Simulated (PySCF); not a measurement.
Vertical excitations of a molecule C2H5ClFNSi from TDA-B3LYP/def2-SVPD (PySCF), as energy in eV (oscillator strength): 4.34 (0.005), 6.32 (0.014), 6.77 (0.074), 6.91 (0.034), 6.98 (0.071), 7.15 (0.003), 7.33 (0.060), 7.55 (0.157), 7.70 (0.080), 7.85 (0.031). Lowest triplet (TDA): 3.47 eV. Geometry optimised at PBE0-D3(BJ)/def2-SVP. Other conformers were not sampled.

**Question.** Which molecule gave these data?
(A) C=C[Si](N)(F)Cl
(B) C/C=N/[Si@@H](F)Cl
(C) N[Si@H](Cl)/C=C/F
(D) C/N=C/[Si@H](F)Cl

**Answer.** D, C/N=C/[Si@H](F)Cl
